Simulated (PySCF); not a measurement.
Cl₄OW, charge -1, multiplicity 2. Atoms are numbered in the order given.

```xyz
6

W      0.0000     0.0000     0.1971
O      0.0000     0.0000     1.8897
Cl    -1.6252     1.6252    -0.4369
Cl     1.6252    -1.6252    -0.4369
Cl     1.6252     1.6252    -0.4369
Cl    -1.6252    -1.6252    -0.4369
```
Charge -1, spin multiplicity 2.

Coordinates come from a r2SCAN-D4/def2-SVPD optimisation. The spin state was assumed, not searched. The isomer is the one that the SMILES or the coordinates give; other isomers of the formula were not compared. The def2 effective core potentials stand for the cores of W; spin–orbit coupling is left out.

Level of theory: r2SCAN/def2-SVPD run with PySCF.

Mulliken values depend strongly on the basis, most of all with diffuse functions as here. ESP charges are fitted to the potential on shells at 1.4 to 2.0 van der Waals radii. Atomic charges (e):

```tsv
atom	Mulliken	ESP fit	Mulliken spin
W1	1.90	?	0.99
O2	-0.37	?	-0.08
Cl3	-0.63	?	0.02
Cl4	-0.63	?	0.02
Cl5	-0.63	?	0.02
Cl6	-0.63	?	0.02
```

What belongs in the gaps? (The exact figures need the calculation; the answer reports its results.)


- W1, ESP fit: 0.89
- O2, ESP fit: -0.38
- Cl3, ESP fit: -0.38
- Cl4, ESP fit: -0.38
- Cl5, ESP fit: -0.38
- Cl6, ESP fit: -0.38
